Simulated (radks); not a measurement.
The numbers below are computed, except where a source is named.
Trend from Sc to Zn: ionisation energy by Delta-SCF between NIST ground configurations, and size. Level of theory: Dirac Kohn-Sham, PBE, spin-unpolarised, spherical densities, point nucleus; open shells fill j = l - 1/2 first (a radial shooting solver on a logarithmic mesh with Libxc functionals).

species,configuration,IE (eV),NIST (eV),kind,outermost,<r> outermost (bohr)
Sc,[Ar] 3d1 4s2,6.895,6.561,exp.,4s1/2,3.72
Ti,[Ar] 3d2 4s2,7.344,6.828,exp.,4s1/2,3.51
V,[Ar] 3d3 4s2,7.176,6.746,exp.,4s1/2,3.35
Cr,[Ar] 3d5 4s1,6.896,6.767,exp.,4s1/2,3.44
Mn,[Ar] 3d5 4s2,8.412,7.434,exp.,4s1/2,3.10
Fe,[Ar] 3d6 4s2,8.726,7.902,exp.,4s1/2,2.99
Co,[Ar] 3d7 4s2,6.561,7.881,exp.,4s1/2,2.89
Ni,[Ar] 3d8 4s2,6.421,7.640,exp.,4s1/2,2.81
Cu,[Ar] 3d10 4s1,8.149,7.726,exp.,4s1/2,2.94
Zn,[Ar] 3d10 4s2,9.889,9.394,exp.,4s1/2,2.65

Reference values: NIST Atomic Spectra Database (measured). Spin polarisation and multiplet splitting are left out, so open shells lie too high by an amount that depends on their filling.

Beside tabulated values, note that spin-unpolarised runs miss the spin-polarisation part of the exchange energy of open shells.
